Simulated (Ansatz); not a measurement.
Basis-set series for `FC1(Br)O[SiH2]1`. Total charge 0; spin multiplicity 1. The structure was optimised at the PBE0-D4/def2-TZVP level.

```xyz
7

F    -1.198   -1.008   -1.217
C    -0.092   -0.591   -0.581
Br    1.317   -1.883   -0.880
O     0.256    0.715   -0.909
Si   -0.070    0.643    0.751
H    -1.300    1.334    1.183
H     1.088    0.790    1.653
```

```tsv
functional	basis	functions	energy (Eh)	HOMO (eV)	LUMO (eV)
PBE0-D4	def2-TZVPP	211	-3077.46676	-7.74	-1.53
PBE0-D4	def2-QZVPP	390	-3077.54077	-7.76	-1.61
ωB97M-V	def2-TZVPP	211	-3077.88110	-9.91	0.28
ωB97M-V	def2-QZVPP	390	-3077.95178	-9.93	0.10
```

Task: Give the rows for def2-SVP. (Estimate.)

Result: Computed: 
| functional | basis | functions | energy (Eh) | HOMO (eV) | LUMO (eV) |
| --- | --- | --- | --- | --- | --- |
| PBE0-D4 | def2-SVP | 102 | -3076.78884 | -7.65 | -1.23 |
| ωB97M-V | def2-SVP | 102 | -3077.19923 | -9.79 | 0.76 |

Positive LUMOs are unbound and depend on the basis. Scalar relativity is left out up to krypton.
